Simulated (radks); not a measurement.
The hafnium ion Hf48+, 24 electrons, occupied as [Ar] 3d6.

All-electron calculation, scalar-relativistic Kohn-Sham, r2SCAN, spin-polarised, spherical densities, finite nucleus; open shells are filled with parallel spins first (spin-orbit coupling, left out, can overturn this in heavy ions); meta-GGA in the generalised Kohn-Sham scheme; Fermi nuclear charge, rms radius 5.347 fm. Program: a radial shooting solver on a logarithmic mesh with Libxc functionals.

Energy parts (eV):
| part | energy |
|---|---|
| total | -358679.25 |
| kinetic | 397181.26 |
| electron-nucleus | -807798.35 |
| Hartree | 57542.74 |
| exchange-correlation | -5604.91 |

Orbitals (lengths in bohr, moments of r in powers of bohr; r(max) is where P^2 peaks):
| orbital | occ. | eigenvalue (eV) | r(max) |
|---|---|---|---|
| 1s up | 1 | -68181.80 | 0.01190 |
| 1s down | 1 | -68181.77 | 0.01190 |
| 2s up | 1 | -13974.85 | 0.06792 |
| 2s down | 1 | -13949.35 | 0.06787 |
| 2p up | 3 | -12616.35 | 0.05555 |
| 2p down | 3 | -12596.55 | 0.05549 |
| 3s up | 1 | -5076.714 | 0.1875 |
| 3s down | 1 | -5051.306 | 0.1877 |
| 3p up | 3 | -4667.223 | 0.1841 |
| 3p down | 3 | -4640.623 | 0.1844 |
| 3d up | 5 | -4230.309 | 0.1482 |
| 3d down | 1 | -4195.457 | 0.1486 |

The highest occupied level is 3d down at -4195.5 eV. Summed over all electrons, <r^2> = 0.6356 bohr^2, which gives a Langevin (diamagnetic) susceptibility term of -0.503 x 10^-6 cm^3/mol. Spin moment in Bohr magnetons: 4. For comparison, the ionisation energy in NIST's Atomic Spectra Database is 4246 eV (theoretical). In exact Kohn-Sham theory the highest level is minus the ionisation energy, but local and semilocal functionals leave it too shallow, through self-interaction and a potential that decays too fast; potentials with the right tail come closer. The density falls to 0.001 e/bohr^3 at r = 0.64 bohr.
